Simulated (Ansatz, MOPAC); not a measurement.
Species: CsAu, charge 0, multiplicity 1. SMILES: [Cs][Au]

Atoms: Cs1, Au2. Bonds: Cs1-Au2.

Bond lengths (Å) and angles (degrees) optimised at PM6 with MOPAC; PM7 with MOPAC; B3LYP/LANL2DZ with Ansatz (a quantum-chemistry and plane-wave program), each started from the B3LYP-D3(BJ)/def2-TZVP structure (Ansatz) of the last column. A row stands for all coordinates that are equal there.

```csv
coordinate,PM6,PM7,B3LYP/LANL2DZ,B3LYP-D3(BJ)/def2-TZVP
Cs1-Au2,2.986,3.964,3.419,3.195
```

Mean signed difference of all 1 bond lengths from B3LYP-D3(BJ)/def2-TZVP: PM6 -0.209 Å, PM7 0.769 Å, B3LYP/LANL2DZ 0.224 Å.
